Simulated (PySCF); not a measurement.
C₅H₉O₂, SMILES C(CCO[C]=O)C, doublet (GFN2-xTB optimised geometry):

```
16

C     -0.255    -2.169    -1.225
C     -0.756    -0.731    -1.221
C     -0.245     0.034     0.000
C     -0.740     1.470     0.000
O     -0.290     2.177     1.217
C      0.892     2.645     1.291
O      1.848     2.694     0.572
H     -0.594    -2.694    -0.335
H     -0.626    -2.699    -2.099
H      0.832    -2.194    -1.244
H     -1.848    -0.725    -1.220
H     -0.421    -0.225    -2.129
H      0.847     0.034     0.000
H     -0.584    -0.461     0.913
H     -1.828     1.526     0.042
H     -0.364     2.019    -0.867
```

Calculation: unrestricted B3LYP/def2-TZVP (PySCF 2.14.0).

What are the frontier orbital energies (α orbitals alone; a β orbital can be the lowest empty one) and the dipole moment?

HOMO-2 -9.56 eV, HOMO-1 -8.99 eV, HOMO -5.91 eV, LUMO 0.11 eV, LUMO+1 0.63 eV; dipole moment 3.60 D.

Meta-Löwdin charges at B3LYP/def2-TZVP: C1 -0.32, C2 -0.18, C3 -0.19, C4 0.00, O5 -0.29, C6 0.38, O7 -0.38, H8 0.11, H9 0.11, H10 0.11, H11 0.10, H12 0.10, H13 0.11, H14 0.11, H15 0.13, H16 0.12.
